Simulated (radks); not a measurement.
Mo II, 41 electrons, occupied as [Kr] 4d5. Calculated with a radial shooting solver on a logarithmic mesh with Libxc functionals: scalar-relativistic Kohn-Sham, BP86, spin-polarised, spherical densities, finite nucleus; open shells are filled with parallel spins first (spin-orbit coupling, left out, can overturn this in heavy ions); Fermi nuclear charge, rms radius 4.4091 fm. Some entries of the table are withheld. Estimate them.

orbital  occ.  eigenvalue (Ry)  <r> (bohr)
1s down     1        -1457.675     0.03516
1s up       1        -1457.674     0.03516
2s up       1        -206.2802      0.1537
2s down     1        -206.2447      0.1537
2p up       3        -184.4616      0.1339
2p down     3        -184.4352      0.1339
3s up       1        -35.49605      0.4289
3s down     1        -35.47721      0.4289
3p up       3        -28.34849      0.4306
3p down     3        -28.32734      0.4306
3d up       5        -16.72118      0.4154
3d down     5        -16.68833      0.4152
4s up       1         -5.28670       1.112
4s down     1         -5.09489       1.103
4p up       3         -3.39697       1.243
4p down     3         -3.18327       1.233
4d up       5              (1)       1.866
5s up       0         -0.77235       3.149
4d down     0              (2)       1.962
5p up       0         -0.45726       3.994

Answer. 
(1) 4d up eigenvalue (Ry): -0.84430
(2) 4d down eigenvalue (Ry): -0.61611
